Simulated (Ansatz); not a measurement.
Consider the formal exchange of groups at a B–N bond: `BN(B)CC=C` + `C=CSC` → `BC(=C)SC` + `BNCC=C`.

Computed with Ansatz on PBE0-D4/def2-TZVP structures; ΔE is electronic, products minus reactants. CBS: MP2 limit from def2 TZ/QZ plus the TZ coupled-cluster correction, frozen cores. Functionals use def2-TZVPP. B3LYP here is the variant with VWN-RPA as its local correlation; programs differ in this. One conformer a species, not always the lowest.

```csv
level,ΔE (kJ/mol),difference from CCSD(T)/CBS
PBE-D4,65.8,-7.8
r2SCAN-D4,71.3,-2.3
PBE0-D4,70.3,-3.3
B3LYP-D4,72.7,-0.9
ωB97X-V,75.0,1.4
ωB97M-V,75.4,1.8
B2PLYP,72.4,-1.2
PBE,63.9,-9.7
r2SCAN,70.7,-2.9
PBE0,68.6,-5.0
CCSD/def2-TZVPP,76.5,2.9
HF/def2-QZVPP,79.4,5.8
MP2/def2-QZVPP,76.3,2.7
SCS-MP2/def2-QZVPP,76.1,2.5
HF/CBS(def2),79.5,5.9
MP2/CBS(def2),75.6,2.0
CCSD(T)/CBS,73.6,0
```

Largest T1 diagnostic among the species: 0.012.

From PBE to PBE0 (25 % exact exchange), in def2-TZVPP and without D4, ΔE moves by +4.7 kJ/mol.
